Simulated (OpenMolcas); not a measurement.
# P IV: effect of the basis set

| Item | Value |
| --- | --- |
| Program | OpenMolcas 26.06 |
| Method | RASSCF |
| Active space | 2 electrons in 9 orbitals (RAS2 3s 3p; RAS3 3d, at most 2 electrons) |
| State averaging | 2S+1 = 3 even, 3 roots; 2S+1 = 1 even, 7 roots; 2S+1 = 3 odd, 3 roots; 2S+1 = 1 odd, 3 roots |
| Spin-orbit coupling | state interaction with AMFI integrals over the reference wave functions, term energies averaged over their components |

A. ANO-RCC-VTZP [5s4p2d1f], DKH2, point nucleus; cost roughly 17 core-seconds
B. ANO-R2 [5s4p3d1f], X2C, finite nucleus; cost of the order of 40 core-seconds
C. ANO-RCC-VQZP [6s5p3d2f1g], DKH2, point nucleus; cost roughly 13 core-seconds
D. ANO-RCC [8s7p5d4f2g], DKH2, point nucleus; cost roughly 19 core-seconds

Energies in cm-1 above 3s2 1S0, the measured ground level; measured values from Martin, Zalubas and Musgrove, J. Phys. Chem. Ref. Data 14, 751 (1985).

```json
{"Level": "3s2 1S0", "A": "0.0", "B": "0.0", "C": "0.0", "D": "0.0", "Measured": "0.0"}
{"Level": "3s 3p 3P* 0", "A": "66011", "B": "66012", "C": "66019", "D": "65995", "Measured": "67918"}
{"Level": "3s 3p 3P* 1", "A": "66209", "B": "66209", "C": "66216", "D": "66196", "Measured": "68146"}
{"Level": "3s 3p 3P* 2", "A": "66612", "B": "66608", "C": "66614", "D": "66604", "Measured": "68615"}
{"Level": "3s 3p 1P* 1", "A": "106548", "B": "105957", "C": "106569", "D": "106480", "Measured": ""}
{"Level": "3p2 1D2", "A": "156533", "B": "155613", "C": "156475", "D": "155970", "Measured": "158142"}
```

Deviations, from unrounded energies. A percentage is the sum of absolute deviations over the sum of measured energies, with the sign that they share, or ± where signs differ.

| Against measurement | Levels | A | B | C | D |
| --- | --- | --- | --- | --- | --- |
| mean absolute deviation (cm-1) | 4 | 1900 | 2100 | 1900 | 2000 |
| other configurations (%) | 4 | -2.1 | -2.3 | -2.1 | -2.2 |

A, C lie about equally close to measurement and B furthest from it. The largest miss of A in the table is 3s 3p 3P* 2, by -2000 cm-1. The ranking rests on the paired levels alone, and a cruder setting can come out closer through cancelling errors.

Among A to D the level of the table that moves most is 3p2 1D2, by 920 cm-1 (lowest in B, highest in A).

Active for correlation alone: 3d; no level in the range computed is led by a configuration that fills it, so any true level of that kind is missing. Some terms mix strongly with configurations of 3d, whose occupation reaches 0.27 (3p2 1D) (figures for A; the like holds for B, C, D). Measured partners are found by configuration, term and J. A level has none where our copy of the source lacks it or the pairing is in doubt (some pairs that miss far off the trend of their configuration count as doubtful), and it then counts in no deviation. Only configurations of the active space appear. The table leaves out levels that lie high or whose names do not pair safely across all columns.

* marks odd parity.
